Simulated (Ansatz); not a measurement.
```xyz
4

Si    0.0000    0.0000    0.0858
H     1.5384    0.0000   -0.4006
H    -0.7692    1.3323   -0.4006
H    -0.7692   -1.3323   -0.4006
```

Basis set: 6-31G* (spherical functions). Correlated methods keep 5 orbitals frozen. Charge 0, multiplicity 2.

Computed with Ansatz (development build ahead of 0.2.0); each method stands on the lowest determinant of its kind that the runs found.

(1) Give the atomization energy at this shape (free ground-state atoms in the same class of orbitals less the molecule, no zero-point energy) of doublet SiH₃ by UHF-MP2, UHF.

Answers

(1)

| method | atomization energy |
| --- | --- |
| UHF-MP2 | 7.96 eV |
| UHF | 7.12 eV |

Caution: the shape is not the minimum.
